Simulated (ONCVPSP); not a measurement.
## Potentials for Zr compared

Generated with ld1.x 7.5 (TM, RRKJ, ultrasoft, PAW), atompaw 4.2 or ONCVPSP 4.0.1. The cutoff is in Ry: for ld1.x and atompaw files where the sum of valence levels is converged to 10 mRy in a Bessel basis, for ONCV files where the hardest occupied wave has 1 mHa per electron of residual kinetic energy. The error is the largest all-electron minus pseudo excitation energy over each file’s own four to seven test configurations (ionisations up to +4, promotions, holes and added fractions of an electron), all of which were solved. The labels leave out finer settings (local radius, basis sizes, second energies), which also bear on the numbers. Spin-polarised tests are not counted. The rows are a selection from randomly drawn settings: files with unsolved tests, undetermined cutoffs or missed reference levels are left out.

| potential | cutoff (Ry) | largest error (meV) | bound ghosts |
| --- | --- | --- | --- |
| ONCV, LDA (Perdew-Wang 92), scalar-relativistic, rc 1.80/2.20/3.10 (spd), local smoothed, core correction no, reference 4s2 4p6 4d2 5s1, qcut 7.4/6.7/4.4, projectors 2/2/2 | 41 | +103 | none |
| ONCV, PBEsol, fully relativistic, rc 1.95/1.65/2.90 (spd), local smoothed, core correction no, reference 4s2 4p6 4d2 5s1, qcut 7.5/6.7/6.4, projectors 3/2/1 | 32 | +19 | none |
| ONCV, PBEsol, fully relativistic, rc 2.25/2.15/2.60 (spd), local smoothed, core correction yes, reference 4s2 4p6 4d2 5s2, qcut 5.4/5.9/5, projectors 2/2/2 | 21 | +16 | none |
| ONCV, PBEsol, scalar-relativistic, rc 1.90/1.95/1.90 (spd), local d, core correction yes, reference 4s2 4p6 4d2 5s2, qcut 5.9/6.3/5.2, projectors 2/3/0 | 26 | -6.9 | none |
| ONCV, PBE, scalar-relativistic, rc 2.20/2.20/3.10 (spd), local smoothed, core correction yes, reference 4s2 4p6 4d2 5s1, qcut 6.1/5.5/5.8, projectors 2/2/3 | 21 | +44 | none |

(1) Fill in the row for Zr: ONCV, PBEsol, scalar-relativistic, rc 1.85/1.35/3.10/2.30 (spdf), local smoothed, core correction yes, reference 4s2 4p6 4d2 5s2, qcut 8.1/5.6/5.7/5.3, projectors 2/1/1/2.

(2) Fill in the row for Zr: ONCV, PBEsol, scalar-relativistic, rc 1.85/1.40/2.65 (spd), local smoothed, core correction no, reference 4s2 4p6 4d2 5s2, qcut 6.6/7/4.7, projectors 2/1/3.

Results:

(1) cutoff 61 Ry, largest error +21 meV, bound ghosts: none.

(2) cutoff 45 Ry, largest error +33 meV, bound ghosts: none.
